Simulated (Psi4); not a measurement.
Psi4 input (wB97X-D/6-311+G**):

```
memory 1500 MB

molecule {
0 2
C    -2.53269000    0.08726900    0.04206600
Si   -0.93032000   -0.66215500   -0.43633400
O     0.28614000    0.25773200    0.16349900
Si    1.89286800    0.50477300    0.34151800
H    -3.48510400   -0.34485600   -0.24576900
H    -2.60049700    0.99345200    0.63312800
H    -0.80778900   -0.74293800   -1.91511000
H    -0.81545100   -2.04453400    0.09695100
H     2.53956600    0.65224300   -0.98372200
H     2.51180300   -0.63748500    1.05452400
H     2.08882900    1.74198700    1.12702600
symmetry c1
no_reorient
no_com
}

set {
  basis 6-311+G**
  reference uks
  scf_type df
  df_basis_scf def2-universal-jkfit
  dft_radial_points 99
  dft_spherical_points 590
  e_convergence 1e-8
  d_convergence 1e-7
  maxiter 150
}

e = energy('wb97x-d')
print_out(f'\nFINAL {e:.10f} DIPOLE {variable("CURRENT DIPOLE")[0]:.6f} {variable("CURRENT DIPOLE")[1]:.6f} {variable("CURRENT DIPOLE")[2]:.6f}\n')
```

From the output:

```
  HONO-1 :   24  A 1.9988699
  HONO-0 :   25  A 1.0000000
  LUNO+0 :   26  A 0.0011301
  LUNO+1 :   27  A 0.0002949
  LUNO+2 :   28  A 0.0002555
  LUNO+3 :   29  A 0.0002402

Computation Completed

Properties will be evaluated at   0.000000,   0.000000,   0.000000 [a0]

Properties computed using the SCF density matrix

 Multipole Moments:

 ------------------------------------------------------------------------------------
     Multipole            Electronic (a.u.)      Nuclear  (a.u.)        Total (a.u.)
 ------------------------------------------------------------------------------------

 L = 1.  Multiply by 2.5417464519 to convert [e a0] to [Debye]
 Dipole X            :         -0.1424167            0.0000170           -0.1423997
 Dipole Y            :         -0.0381789           -0.0000170           -0.0381959
 Dipole Z            :         -0.0226900           -0.0000151           -0.0227051
 Magnitude           :                                                    0.1491715

 ------------------------------------------------------------------------------------

FINAL -696.5420306930 DIPOLE -0.142400 -0.038196 -0.022705

*** Psi4 exiting successfully. Buy a developer a beer!
```

The geometry given is a B3LYP-D3(BJ)/def2-TZVP minimum.
